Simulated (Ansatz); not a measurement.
H6AlSi2, SMILES `[SiH3][Al-][SiH3]` (excited triplet) (charge -1, multiplicity 3). This triplet is an excited state, 0.60 eV above the relaxed singlet at the level frozen-core CCSD(T)/aug-cc-pVTZ // B3LYP-D3(BJ)/def2-TZVPD (Ansatz, a first-principles code).

Cartesian coordinates (Å):
```xyz
9

Si     2.0439    -0.2881    -0.5074
Al     0.0456     1.1389    -0.6510
Si    -2.0398     0.3992     0.4234
H      3.2299     0.3171    -1.2030
H      1.9655    -1.6632    -1.1206
H      2.5836    -0.5925     0.8670
H     -3.1517     1.3963     0.2611
H     -2.0112     0.1717     1.9134
H     -2.6658    -0.8793    -0.0730
```
Charge -1, spin multiplicity 3.

Task: Give the natural occupations of the active orbitals, the CASSCF energy and the corrected energy for Ansatz with frozen-core fic-MRCISD+Q@CASSCF(6e,6o)/aug-cc-pVTZ // B3LYP-D3(BJ)/def2-TZVPD.

Result: 
```yaml
natural_occupations: 1.98, 1.98, 1.00, 1.00, 0.02, 0.02
CASSCF energy: -823.3186 Ha
corrected_energy: -823.6926 Ha
weight_of_the_reference: 0.859
```
